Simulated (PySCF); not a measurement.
C2H4BCl3.
Bonds: Cl1–C2, C2–C3, C3–B4, B4–Cl5, B4–Cl6. Hydrogens: H7, H8 on C2; H9, H10 on C3.

A GFN2-xTB structure was refined with PBE0-D3(BJ)/def2-SVP geometry optimisation, gas phase (PySCF). Its GFN2-xTB values:

```json
{"coordinate": "Cl1–C2", "GFN2-xTB": "1.757 Å"}
{"coordinate": "C2–C3", "GFN2-xTB": "1.520 Å"}
{"coordinate": "C2–H7", "GFN2-xTB": "1.094 Å"}
{"coordinate": "C3–B4", "GFN2-xTB": "1.646 Å"}
{"coordinate": "C3–H9", "GFN2-xTB": "1.064 Å"}
{"coordinate": "B4–Cl5", "GFN2-xTB": "1.689 Å"}
{"coordinate": "Cl1–C2–C3", "GFN2-xTB": "110.4°"}
{"coordinate": "C2–C3–B4", "GFN2-xTB": "114.6°"}
{"coordinate": "C3–B4–Cl5", "GFN2-xTB": "119.2°"}
{"coordinate": "C3–B4–Cl6", "GFN2-xTB": "120.0°"}
{"coordinate": "Cl5–B4–Cl6", "GFN2-xTB": "120.8°"}
{"coordinate": "C2–C3–B4–Cl5", "GFN2-xTB": "180°"}
```

**Question.** How do these coordinates change at the PBE0-D3(BJ)/def2-SVP level?

**Answer.** 
| coordinate | PBE0-D3(BJ)/def2-SVP (Å or °) | change |
| --- | --- | --- |
| C3–B4 | 1.564 | -0.082 |
| B4–Cl5 | 1.751 | +0.062 |
| C3–H9 | 1.106 | +0.042 |
| Cl1–C2 | 1.790 | +0.033 |
| C2–C3 | 1.512 | -0.008 |
| C2–H7 | 1.098 | +0.004 |
| Cl5–B4–Cl6 | 118.0 | -2.8 |
| C3–B4–Cl6 | 122.0 | +2.0 |
| C2–C3–B4 | 116.3 | +1.7 |
| Cl1–C2–C3 | 111.6 | +1.2 |
| C3–B4–Cl5 | 120.0 | +0.8 |
| C2–C3–B4–Cl5 | -177 | +3 |

The energy falls by 19.8 kJ/mol over 9 energy and gradient evaluations, the largest force component goes from 0.0601 to 4.5e-04 Eh/bohr, and the atoms move by 0.050 Å rms after alignment. The bond that changes most is C3–B4 (sp3 carbon bound to boron to three-coordinate boron), which shortens by 0.082 Å. Bonds longer at the end by more than 0.005 Å: 6 of 9; shorter: 2. Rotational constants go from 3225, 770.0, 626.4 to 3091, 761.0, 615.4 MHz.

The run used 116 basis functions and 57 SCF cycles in all.

Whether it is a minimum is left open (no frequencies). One conformer, not necessarily the lowest.

Conformer computed: `[Cl:1][CH2:2][CH2:3][B:4]([Cl:5])[Cl:6]`: Cl1–C2–C3–B4 179°, C2–C3–B4–Cl5 -177°.
